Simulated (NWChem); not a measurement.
System: C3H4N2; SMILES C1C=NCN=1

The following NWChem deck was run.

```
start job
memory heap 200 mb stack 900 mb global 1100 mb
geometry units angstroms noautosym nocenter noautoz
  C      0.737228     0.000000     0.903094
  N      1.181671     0.000000    -0.299399
  C      0.000000     0.000000    -1.120230
  N     -1.181671     0.000000    -0.299399
  C     -0.737228     0.000000     0.903094
  H      1.393940     0.000000     1.779623
  H      0.000000    -0.881374    -1.787682
  H      0.000000     0.881374    -1.787682
  H     -1.393940     0.000000     1.779623
end
basis spherical
  * library 6-31g*
end
dft
  xc hfexch
  iterations 150
end
property
  shielding 5 1 2 3 6 7
end
task dft property
```

Excerpt of the output:

```
             Northwest Computational Chemistry Package (NWChem) 7.3.0
             --------------------------------------------------------

                             Geometry "geometry" -> ""
                             -------------------------

 Output coordinates in angstroms (scale by  1.889725989 to convert to a.u.)

  No.       Tag          Charge          X              Y              Z
 ---- ---------------- ---------- -------------- -------------- --------------
    1 C                    6.0000     0.73722800     0.00000000     0.90309400
    2 N                    7.0000     1.18167100     0.00000000    -0.29939900
    3 C                    6.0000     0.00000000     0.00000000    -1.12023000
    4 N                    7.0000    -1.18167100     0.00000000    -0.29939900
    5 C                    6.0000    -0.73722800     0.00000000     0.90309400
    6 H                    1.0000     1.39394000     0.00000000     1.77962300
    7 H                    1.0000     0.00000000    -0.88137400    -1.78768200
    8 H                    1.0000     0.00000000     0.88137400    -1.78768200
    9 H                    1.0000    -1.39394000     0.00000000     1.77962300

 Effective nuclear repulsion energy (a.u.)     161.2783218738

  xc_inp: hfexch multiplicative factor not found.
                              NWChem Property Module
                              ----------------------

  itol2e modified to match energy
  convergence criterion.

                                 NWChem DFT Module
                                 -----------------

 Summary of "ao basis" -> "ao basis" (spherical)
 ------------------------------------------------------------------------------
       Tag                 Description            Shells   Functions and Types
 ---------------- ------------------------------  ------  ---------------------
 C                           6-31g*                  6       14   3s2p1d
 N                           6-31g*                  6       14   3s2p1d
 H                           6-31g*                  2        2   2s

  itol2e modified to match energy
  convergence criterion.

            General Information
            -------------------
          SCF calculation type: DFT
          Wavefunction type:  closed shell.
          No. of atoms     :     9
          No. of electrons :    36
           Alpha electrons :    18
            Beta electrons :    18
          Charge           :     0
          Spin multiplicity:     1
          Use of symmetry is: off; symmetry adaption is: off
          Maximum number of iterations: 150
          AO basis - number of functions:    78
                     number of shells:    38
          Convergence on energy requested:  1.00D-07
          Convergence on density requested:  1.00D-05
          Convergence on gradient requested:  5.00D-04

              XC Information
              --------------
                     Hartree-Fock (Exact) Exchange  1.000

      Superposition of Atomic Density Guess
      -------------------------------------

 Sum of atomic energies:        -223.56116909

      Non-variational initial energy
      ------------------------------

 Total energy =    -226.677317
 1-e energy   =    -620.987520
 2-e energy   =     233.031881
 HOMO         =      -0.337641
 LUMO         =      -0.058264

   convergence    iter        energy       DeltaE   RMS-Dens  Diis-err
 ---------------- ----- ----------------- --------- --------- ---------
 d= 0,ls=0.0,diis     1   -224.7105198022 -3.86D+02  8.28D-03  5.06D-01
 d= 0,ls=0.0,diis     2   -224.7725901150 -6.21D-02  3.42D-03  1.61D-01
 d= 0,ls=0.0,diis     3   -224.7900573564 -1.75D-02  1.65D-03  1.19D-02
 d= 0,ls=0.0,diis     4   -224.7923161867 -2.26D-03  4.18D-04  9.19D-04
 d= 0,ls=0.0,diis     5   -224.7924828848 -1.67D-04  2.01D-04  7.90D-05
  Resetting Diis
 d= 0,ls=0.0,diis     6   -224.7925106849 -2.78D-05  5.89D-05  9.12D-06
 d= 0,ls=0.0,diis     7   -224.7925132211 -2.54D-06  9.47D-06  4.10D-07
 d= 0,ls=0.0,diis     8   -224.7925133110 -8.99D-08  3.99D-06  7.33D-08

         Total DFT energy =     -224.792513311009
      One electron energy =     -623.304901467453
           Coulomb energy =      267.407735900444
    Exchange-Corr. energy =      -30.173669617819
 Nuclear repulsion energy =      161.278321873819

 Numeric. integr. density =        0.000000000000

                       DFT Final Molecular Orbital Analysis
                       ------------------------------------

[...]

          -----------------------------------------
          Chemical Shielding Tensors (GIAO, in ppm)
          -----------------------------------------

                                NWChem CPHF Module
                                ------------------

  scftype          =     RHF
  nclosed          =       18
  nopen            =        0
  variables        =     1080
  # of vectors     =        3
  tolerance        = 0.10D-03
  level shift      = 0.00D+00
  max iterations   =       50
  max subspace     =       30

 SCF residual:    2.9007287679761980E-004

Iterative solution of linear equations
  No. of variables     1080
  No. of equations        3
  Maximum subspace       30
        Iterations       50
       Convergence  1.0D-04

   iter   nsub   residual    time
   ----  ------  --------  ---------
     1      3    1.95D+00      17.9
     2      6    5.91D-01      18.6
     3      9    1.19D-01      19.3
     4     12    3.15D-02      19.9
     5     15    5.58D-03      20.6
     6     18    6.38D-04      21.3
     7     21    1.66D-04      22.0
     8     24    3.89D-05      22.7

      Atom:    1  C
        Diamagnetic
    264.9314     -0.0000     -3.0573
     -0.0000    237.4917     -0.0000
     -3.0573     -0.0000    260.6097

        Paramagnetic
   -318.6029      0.0000    -54.0081
      0.0000   -103.5229     -0.0000
    -54.0081     -0.0000   -214.6516

        Total Shielding Tensor
    -53.6715      0.0000    -57.0654
      0.0000    133.9688     -0.0000
    -57.0654     -0.0000     45.9580

           isotropic =      42.0851
          anisotropy =     137.8255

          Principal Components and Axis System
                 1           2           3
              133.9688    -79.6061     71.8926

      1         0.0000      0.9104     -0.4137
      2         1.0000      0.0000      0.0000
      3         0.0000      0.4137      0.9104

      Atom:    2  N
        Diamagnetic
    322.0909     -0.0000      7.5658
     -0.0000    309.2875     -0.0000
      7.5658     -0.0000    337.4691

        Paramagnetic
   -577.8621      0.0000   -131.4457
      0.0000    -37.9281      0.0000
   -131.4457      0.0000   -755.4894

        Total Shielding Tensor
   -255.7712      0.0000   -123.8799
      0.0000    271.3594      0.0000
   -123.8799      0.0000   -418.0203

           isotropic =    -134.1440
          anisotropy =    -526.2462

          Principal Components and Axis System
                 1           2           3
             -484.9748    271.3594   -188.8167

      1         0.4755      0.0000      0.8797
      2         0.0000      1.0000      0.0000
      3         0.8797      0.0000     -0.4755

      Atom:    3  C
        Diamagnetic
    255.7602      0.0000     -0.0000
      0.0000    230.6439     -0.0000
     -0.0000     -0.0000    245.9933

        Paramagnetic
   -107.6708     -0.0000     -0.0000
     -0.0000   -137.6803     -0.0000
     -0.0000     -0.0000   -136.2100

        Total Shielding Tensor
    148.0893     -0.0000     -0.0000
     -0.0000     92.9636     -0.0000
     -0.0000     -0.0000    109.7833

           isotropic =     116.9454
          anisotropy =      46.7159

          Principal Components and Axis System
                 1           2           3
              148.0893    109.7833     92.9636

      1         1.0000     -0.0000     -0.0000
      2        -0.0000     -0.0000      1.0000
      3        -0.0000      1.0000     -0.0000

      Atom:    4  H
        Diamagnetic
     30.8226     -0.0000      9.0809
     -0.0000     21.2277     -0.0000
      9.0809     -0.0000     35.6729

        Paramagnetic
     -7.5299     -0.0000    -10.2709
     -0.0000      2.1942      0.0000
    -10.2709      0.0000     -9.6252

        Total Shielding Tensor
     23.2927     -0.0000     -1.1900
     -0.0000     23.4219      0.0000
     -1.1900      0.0000     26.0477

           isotropic =      24.2541
          anisotropy =       3.3547

          Principal Components and Axis System
                 1           2           3
               26.4906     23.4219     22.8499

      1        -0.3488      0.0000      0.9372
      2         0.0000      1.0000      0.0000
      3         0.9372      0.0000      0.3488

      Atom:    5  H
        Diamagnetic
     23.9092     -0.0000     -0.0000
     -0.0000     29.4976      8.7391
     -0.0000      8.7391     31.7152

        Paramagnetic
      3.2730      0.0000      0.0000
      0.0000     -2.2532     -5.1545
      0.0000     -5.1545     -4.5195

        Total Shielding Tensor
     27.1822      0.0000      0.0000
      0.0000     27.2444      3.5847
      0.0000      3.5847     27.1958

           isotropic =      27.2074
          anisotropy =       5.3961

          Principal Components and Axis System
                 1           2           3
               30.8048     27.1822     23.6353

      1         0.0000      1.0000      0.0000
      2         0.7095      0.0000     -0.7047
      3         0.7047      0.0000      0.7095
```

Level: Hartree-Fock/6-31G* (spherical d), GIAO. Structure relaxed at the PBE0/def2-SVP level. The output numbers the shielded atoms by their place in the input's list. The printed shielding anisotropy is the first printed principal value minus the mean of the other two.
